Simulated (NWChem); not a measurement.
# AlHOF₂; SMILES [F][Al]([OH])[F]

```xyz
5

Al     0.0243    -0.0348     0.0000
F     -0.8271     1.3974     0.0000
F      1.6855     0.0272     0.0000
O     -0.7329    -1.5556     0.0000
H     -1.6985    -1.6460     0.0000
```
Atoms are numbered in this order, from 1.

Computed with NWChem. Geometry optimised at PBE-D3(BJ)/def2-SVP; all other runs use it. Pople sets run with spherical d functions. Vzz has the sign of the potential's second derivative.

```tsv
quantity	level	value
vertical, lowest excitation, singlet (eV)	PBE0/aug-cc-pVDZ, full TDDFT	(withheld)
anisotropy (bohr³) at 589 nm	B3LYP/def2-SVP	(withheld)
Vzz Al1 (a.u.)	B3LYP/6-31G*	0.753
charge (e), ESP Al1	Hartree-Fock/6-31G*	1.53
dipole (D)	PBE-D3(BJ)/def2-SVP	2.09
highest harmonic frequency (cm⁻¹)	PBE-D3(BJ)/def2-SVP	(withheld)
```

Task: What belongs in the gaps?

Result: 
- vertical, lowest excitation, singlet (eV), value: 6.87
- anisotropy (bohr³) at 589 nm, value: 6.2
- highest harmonic frequency (cm⁻¹), value: 3817
